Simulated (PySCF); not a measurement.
Molecule: SMILES F[C@@H](C)SCC(F)(F)F, C$_{4}$H$_{6}$F$_{4}$S.

Geometry (Å), atoms numbered from 1 in this order:
```xyz
15

C    -2.543    0.147    0.583
C    -1.189    0.304   -0.070
F    -1.319    0.388   -1.433
S    -0.143   -1.158    0.324
C     1.344   -0.746   -0.644
C     2.310    0.142    0.117
F     2.752   -0.414    1.247
F     3.393    0.417   -0.629
F     1.775    1.326    0.454
H    -3.024   -0.759    0.221
H    -3.167    1.004    0.338
H    -2.422    0.081    1.660
H    -0.665    1.210    0.251
H     1.045   -0.250   -1.569
H     1.847   -1.685   -0.870
```

Frames of a GFN2-xTB Langevin trajectory at 600 K; GIAO PBE0/pcSseg-1 shieldings in PySCF, gas phase, non-relativistic; equivalent atoms averaged within each frame.

Shifts are taken against calculated references (same method and geometry level): ¹³C (σref 186.93) and ¹H (σref 31.72) vs TMS; CFCl3 for ¹⁹F (σref 170.95); ³³S (σref 503.73) against CS2. The references are static minima.

How do the shifts (ppm) fluctuate along the trajectory?

Results:


```tsv
time (fs)	C6	C2	C5	C1	F7/F8/F9	F3	S4	H13	H14	H15
250	135.1	88.8	32.0	15.3	-71.6	-181.7	57	7.29	2.91	2.34
425	135.1	101.2	43.9	21.8	-45.0	-179.1	156	7.91	5.28	2.79
625	142.3	119.1	55.3	30.3	-65.6	-108.9	110	6.53	3.84	4.22
800	152.3	107.0	45.7	21.9	-46.0	-180.1	100	5.83	2.51	5.49
1000	134.1	110.9	39.8	32.8	-79.5	-153.9	76	5.95	4.03	1.84
mean of frames	139.8	105.4	43.3	24.4	-61.6	-160.7	100	6.70	3.71	3.34
standard deviation	7.7	11.4	8.5	7.1	15.4	31.2	38	0.89	1.08	1.50
```

5 frames give an uncertainty of the mean of about the standard deviation over 2.2 at best, since frames this close in time may not be independent; classical motion lacks zero-point vibration, and the reference would need the same averaging.
